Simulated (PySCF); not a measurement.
CH₃S, SMILES S[CH2], multiplicity 2.

The structure is a stationary point at PBE0-D3(BJ)/def2-TZVP. The isomer is the one that the SMILES or the coordinates give; other isomers of the formula were not compared.

Computed with TDA-CAM-B3LYP/def2-TZVPD run with PySCF.

Vertical excitations. The molecule is in vacuum.

Computed lowest excited states:
```
state    energy (eV)  λ (nm)      f                                                 main pairs
-------  -----------  ------  -----  ---------------------------------------------------------
root 1          3.52     352  0.000                                           α HOMO→LUMO 80 %
root 2          4.43     280  0.007                                         α HOMO→LUMO+1 75 %
root 3          5.08     244  0.000  α HOMO→LUMO+2 48 %, α HOMO→LUMO+4 34 %, α HOMO→LUMO+5 9 %
root 4          5.19     239  0.110                       α HOMO→LUMO+3 16 %, β HOMO→LUMO 79 %
root 5          5.37     231  0.002                     α HOMO→LUMO+4 45 %, α HOMO→LUMO+2 44 %
root 6          5.66     219  0.001                       α HOMO→LUMO+3 82 %, β HOMO→LUMO 15 %
root 7          6.23     199  0.006                     α HOMO→LUMO+7 34 %, β HOMO−1→LUMO 53 %
root 8          6.32     196  0.003  α HOMO→LUMO+7 5 %, β HOMO→LUMO+1 63 %, β HOMO→LUMO+5 12 %
root 9          6.45     192  0.018  α HOMO→LUMO+7 43 %, β HOMO−1→LUMO 39 %, β HOMO→LUMO+1 6 %
root 10         6.51     191  0.000                                         α HOMO→LUMO+5 73 %
```
Unrestricted roots are not spin-pure.
